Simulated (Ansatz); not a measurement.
Coupled-cluster run, I2+ (`I[I+]`) radical.

```yaml
crystal:
  periodic: [false, false, false]
  atoms:
    - {symbol: I, position_ang: [1.096261, -0.368159, 0.561306]}
    - {symbol: I, position_ang: [-1.096261, 0.368159, -0.561306]}
basis:
  gaussian: {orbitals: def2-SVP}
total_charge: 1
magnetization: {spin_polarized: true, initial_magnetization: 1}
correlation: {method: ccsd_t}
scf: {omitted_lower_state_checks: [cluster_reference]}
```

```sh
$ ansatz run in.yaml --threads 2 --pin off --events-out ev --progress --plain --max-ram 32768MiB --backend cpu
```

The program prints (abridged):

```
Functional definition: HF
670 factors; integrals over basis functions are off by at most 2.0e-4 eV
mean field evaluation 1: about -16135.3262 eV, gradient 5.2e0 eV
mean field evaluation 2: about -16135.4656 eV, gradient 5.5e0 eV
mean field evaluation 4: about -16135.7029 eV, gradient 5.8e-1 eV
mean field evaluation 8: about -16135.7077 eV, gradient 1.4e-3 eV
mean field evaluation 96: about -16135.7077 eV, gradient 1.9e-6 eV
mean field -16135.71010866 eV, -592.9764093162 hartree, gradient 4.2e-6 eV, S^2 0.763162; 10 other end points of the search recorded, 0 dependent functions left out
8 core orbitals not correlated: weight in the atoms' cores, before any rotation towards them, 1.000 or more for the frozen orbitals, at most 0.000 for the correlated occupied ones
reference -16135.71010866 eV, -592.9764093162 hartree; 17, 16 occupied and 27, 28 virtual orbitals, 670 factors
second order -6.17482987 eV of doubles, -0.00000000 eV of singles
cycle   1  -6.42557455 eV  change   -2.5e-1 eV  update   7.4e-2
cycle   2  -6.60881563 eV  change   -1.8e-1 eV  update   2.9e-2
cycle   3  -6.64466947 eV  change   -3.6e-2 eV  update   2.1e-2
cycle   4  -6.64829056 eV  change   -3.6e-3 eV  update   1.4e-2
cycle   5  -6.65285919 eV  change   -4.6e-3 eV  update   5.6e-3
cycle   6  -6.65258748 eV  change    2.7e-4 eV  update   1.3e-3
cycle   7  -6.65300664 eV  change   -4.2e-4 eV  update   4.6e-4
cycle   8  -6.65298677 eV  change    2.0e-5 eV  update   1.4e-4
cycle   9  -6.65297062 eV  change    1.6e-5 eV  update   5.5e-5
cycle  10  -6.65297123 eV  change   -6.2e-7 eV  update   1.9e-5
perturbative correction -0.21232145 eV, -0.0078026692 hartree
Total energy: -16142.57540134 eV, -593.2287041687 hartree
Checks for a lower state left out: cluster_reference
```

It took 2.9 s on 2 threads of an AMD EPYC 7R13 on a shared host, with 0.24 GiB of host memory at the peak.

MP2 recovers 89.9 % of the CCSD(T) correlation energy and the triples give 3.1 %; T1 = 0.0209.
